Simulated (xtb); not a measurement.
H$_{2}$P, charge -1, singlet, from a rough starting geometry; xtb with GFN2-xTB.

The xtb input:
```
$ xtb mol.xyz --gfn 2 --chrg -1 --opt vtight --json

# file mol.xyz
3

P      0.03769267     0.43521646     0.47728973
H      1.05310103    -0.20426110    -0.21632646
H     -1.02782878    -0.22648910    -0.26782663
```

Output, abridged:

```
   ID    Z sym.   atoms
    1   15 P      1
    2    1 H      2, 3

           -------------------------------------------------
          |                Calculation Setup                |
           -------------------------------------------------

           -------------------------------------------------
          |                 G F N 2 - x T B                 |
           -------------------------------------------------

          ...................................................
          :                      SETUP                      :
          :.................................................:
          :  # basis functions                  12          :
          :  # atomic orbitals                  11          :
          :  # shells                            5          :
          :  # electrons                         8          :
          :  max. iterations                   250          :
          :  Hamiltonian                  GFN2-xTB          :
          :  restarted?                      false          :
          :  GBSA solvation                  false          :
          :  PC potential                    false          :
          :  electronic temp.          300.0000000     K    :
          :  accuracy                    1.0000000          :
          :  -> integral cutoff          0.2500000E+02      :
          :  -> integral neglect         0.1000000E-07      :
          :  -> SCF convergence          0.1000000E-05 Eh   :
          :  -> wf. convergence          0.1000000E-03 e    :
          :  Broyden damping             0.4000000          :
          :  net charge                         -1          :
          :  unpaired electrons                  0          :
          ...................................................

 iter      E             dE          RMSdq      gap      omega  full diag
   1     -3.7048078 -0.370481E+01  0.683E+00    4.15       0.0  T
   2     -3.7115833 -0.677545E-02  0.374E+00    3.90       1.0  T
   3     -3.7125881 -0.100484E-02  0.110E+00    3.62       1.0  T
   4     -3.7126444 -0.562364E-04  0.329E-01    3.54       1.0  T
   5     -3.7126467 -0.236333E-05  0.553E-02    3.55       1.0  T
   6     -3.7126470 -0.319246E-06  0.224E-02    3.56       2.6  T
   7     -3.7126471 -0.993489E-07  0.376E-03    3.56      15.4  T
   8     -3.7126471 -0.290885E-09  0.201E-03    3.56      28.7  T
   9     -3.7126471 -0.169322E-09  0.742E-04    3.56      77.8  T
[...]
         :: total energy              -3.697384313646 Eh    ::
 * total energy  :    -3.6973843 Eh     change       -0.9863221E-12 Eh
 * total energy  :    -3.7006329 Eh     change       -0.3248571E-02 Eh
 * total energy  :    -3.7007716 Eh     change       -0.1387053E-03 Eh
 * total energy  :    -3.7022214 Eh     change       -0.1449768E-02 Eh
 * total energy  :    -3.7022739 Eh     change       -0.5255562E-04 Eh
 * total energy  :    -3.7022751 Eh     change       -0.1222322E-05 Eh
 * total energy  :    -3.7022758 Eh     change       -0.7100066E-06 Eh
 * total energy  :    -3.7022758 Eh     change       -0.1291922E-09 Eh
   *** GEOMETRY OPTIMIZATION CONVERGED AFTER 8 ITERATIONS ***
         :: total energy              -3.702275845759 Eh    ::
[...]
         6                          0.1171516               3.1879
         7                          0.1841985               5.0123
         8                          0.1930374               5.2528
         9                          0.1951263               5.3097
        10                          0.7578049              20.6209
        11                          1.2177085              33.1355
      -------------------------------------------------------------
                  HL-Gap            0.1456609 Eh            3.9636 eV
             Fermi-level           -0.0435924 Eh           -1.1862 eV

     #   Z          covCN         q      C6AA      α(0)
     1  15 P        1.957    -1.131   249.557    29.843
     2   1 H        0.978     0.066     2.128     2.279
     3   1 H        0.978     0.066     2.128     2.279

 Mol. C6AA /au·bohr⁶  :        349.026202
 Mol. C8AA /au·bohr⁸  :      16282.131652
 Mol. α(0) /au        :         34.401588

Wiberg/Mayer (AO) data.
largest (>0.10) Wiberg bond orders for each atom

 ---------------------------------------------------------------------------
     #   Z sym  total        # sym  WBO       # sym  WBO       # sym  WBO
 ---------------------------------------------------------------------------
     1  15 P    1.979 --     3 H    0.989     2 H    0.989
     2   1 H    0.996 --     1 P    0.989
     3   1 H    0.996 --     1 P    0.989
 ---------------------------------------------------------------------------

Topologies differ in total number of bonds
Writing topology from bond orders to xtbtopo.mol

molecular dipole:
                 x           y           z       tot (Debye)
 q only:       -0.020      -0.955      -1.048
   full:       -0.018      -1.081      -1.187       4.082
molecular quadrupole (traceless):
                xx          xy          yy          xz          yz          zz
 q only:        1.202      -0.034      -0.497      -0.029      -1.151      -0.705
  q+dip:        1.505      -0.040      -0.649      -0.030      -1.154      -0.856
   full:        2.410      -0.044      -1.150      -0.010      -0.676      -1.260

optimized geometry written to: xtbopt.xyz

           -------------------------------------------------
          | TOTAL ENERGY               -3.702275845759 Eh   |
          | GRADIENT NORM               0.000002777620 Eh/α |
          | HOMO-LUMO GAP               3.963634991790 eV   |
           -------------------------------------------------
```
